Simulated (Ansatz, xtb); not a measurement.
## C5H6FNS: which of two isomers lies lower

Structure a: `CCc1csnc1F`, a singlet. Structure b: `CCc1cc(F)ns1`, a singlet. Both are isolated molecules in the gas phase, relaxed with B3LYP-D3(BJ)/def2-SVP; the shapes shown needn't be the lowest conformers.

a (Å):

```xyz
14

C     0.1296   -1.6921   -0.1109
C     0.9187   -2.0033    1.1680
C     1.2613   -0.7724    1.9588
C     0.7387   -0.3657    3.1615
C     2.2032    0.2250    1.5319
F     2.8657    0.0885    0.3851
N     2.4091    1.2680    2.2767
S     1.4374    1.1449    3.6335
H    -0.8273   -1.2011    0.1257
H     0.7010   -1.0200   -0.7691
H    -0.0870   -2.6141   -0.6725
H     1.8537   -2.5249    0.9011
H     0.3468   -2.6934    1.8080
H    -0.0038   -0.8794    3.7725
```

b (Å):

```tsv
atom	x (Å)	y (Å)	z (Å)
C	-0.4042	0.5010	1.3537
C	0.6545	-0.6082	1.2743
C	1.0805	-0.9203	-0.1294
C	0.7809	-2.0155	-0.9019
C	1.3681	-1.8692	-2.1965
F	1.2266	-2.7997	-3.1328
N	2.0553	-0.7971	-2.4532
S	2.0492	0.1694	-1.0849
H	-1.3088	0.2210	0.7925
H	-0.6910	0.6910	2.3994
H	-0.0252	1.4429	0.9275
H	0.2652	-1.5343	1.7261
H	1.5378	-0.3194	1.8692
H	0.1886	-2.8733	-0.5858
```

**Question.** Estimate E(b) − E(a) at the level CCSD(T)/def2-SVP + ΔMP2/def2-TZVPP.

**Answer.** Too close to call at this level: CCSD(T)/def2-SVP + ΔMP2/def2-TZVPP gives E(b) − E(a) = −0.003 eV.

Level by level:

| level | geometry | E(b) − E(a) (eV) | departure from the last row (eV) | job, with rough time for the two |
| --- | --- | --- | --- | --- |
| GFN2-xTB | GFN2-xTB | −0.025 | −0.022 | optimisation, 0.14 s |
| HF/STO-3G | GFN2-xTB | −0.013 | −0.010 | single point, 0.44 s |
| r2SCAN-D4/def2-SVP | GFN2-xTB | −0.020 | −0.017 | single point, 4.4 s |
| B3LYP-D3(BJ)/def2-SVP | B3LYP-D3(BJ)/def2-SVP | −0.018 | −0.015 | optimisation, 83 s |
| HF/def2-SVP | B3LYP-D3(BJ)/def2-SVP | −0.042 | −0.039 | part of the CCSD(T) run |
| MP2/def2-SVP | B3LYP-D3(BJ)/def2-SVP | +0.010 | +0.013 | part of the CCSD(T) run |
| CCSD(T)/def2-SVP | B3LYP-D3(BJ)/def2-SVP | +0.002 | +0.005 | single point |
| CCSD(T)/def2-SVP + ΔMP2/def2-TZVPP | B3LYP-D3(BJ)/def2-SVP | −0.003 |  | single point, 1.7 min |

As drawn, both hold the same kinds of bond in the same numbers.

The largest departure from CCSD(T)/def2-SVP + ΔMP2/def2-TZVPP is that of HF/def2-SVP, 0.039 eV. The last row adds to CCSD(T) the change of the MP2 difference between the two basis sets, here −0.005 eV.

With thermal terms from frequencies at re-optimised GFN2-xTB minima (ideal gas, soft modes damped towards free rotors, one conformer each, 298.15 K, 1 atm): the zero-point term adds −0.002 eV; ΔH is −0.003 and ΔG −0.007 eV.

The correlated steps freeze 12 core orbitals. Programs: Ansatz 0.2.0, xtb 6.7.1; the last row on 4 threads of Arm Neoverse V1 on a shared host.
